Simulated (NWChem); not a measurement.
Molecule: C₃H₈Si; SMILES C=CC[SiH3]

```xyz
12

Si     0.2391    -1.5432    -0.0005
C     -0.8067     0.0297    -0.1758
C     -0.1533     1.2223     0.4422
C      0.4083     2.2365    -0.2208
H     -0.5115    -2.7227    -0.5347
H      1.5208    -1.4016    -0.7557
H      0.5560    -1.7938     1.4399
H     -1.7813    -0.1753     0.3012
H     -0.9989     0.1926    -1.2494
H     -0.1175     1.2332     1.5397
H      0.4054     2.2789    -1.3152
H      0.8900     3.0630     0.3077
```
Atoms are numbered in this order, from 1.

Computed with NWChem. All runs use the structure optimised with PBE0/def2-SVP.

Q: Estimate the computed values for CAM-B3LYP/def2-TZVP. Quantities: highest occupied level (eV); orbital gap (eV); dipole (D).

A: 
```
Item                         Result
---------------------------  ------
highest occupied level (eV)   -8.49
orbital gap (eV)               9.69
dipole (D)                     0.54
```
